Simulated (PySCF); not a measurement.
C5H6Cl2O.
SMILES: `C=COC(=C)C(Cl)Cl`

A PySCF run (density fitting, gas phase, GFN2-xTB geometry) gave HOMO -7.31 eV, LUMO -3.33 eV, dipole 1.43 D and E = -1182.915 Eh.

Task: Which of these levels was it?
A. BLYP/MINI
B. PBE0/6-31G
C. mPW1PW91/MINI

Result: A. It is BLYP/MINI. All candidates on this geometry:

| level and settings | kind | basis functions | SCF cycles | E (Eh) | HOMO (eV) | LUMO (eV) | dipole (D) |
| --- | --- | --- | --- | --- | --- | --- | --- |
| BLYP/MINI | GGA | 54 | 14 | -1182.9150 | -7.31 | -3.33 | 1.43 |
| PBE0/6-31G, fitting basis def2-universal-jkfit | global hybrid | 92 | 10 | -1188.9299 | -6.82 | -0.74 | 2.54 |
| mPW1PW91/MINI, level shift 0.1 Eh | global hybrid | 54 | 10 | -1183.0591 | -8.77 | -2.47 | 1.58 |

The nearest other candidate, by the summed differences of HOMO and LUMO, is mPW1PW91/MINI: its HOMO differs by -1.46 eV and its LUMO by +0.86 eV. Cycle counts include a coarse-grid stage where the run had one.

Conformer computed: `[CH2:1]=[CH:2][O:3][C:4](=[CH2:5])[CH:6]([Cl:7])[Cl:8]`: C1–C2–O3–C4 -164°, C2–O3–C4–C5 21°, O3–C4–C6–Cl7 99°.
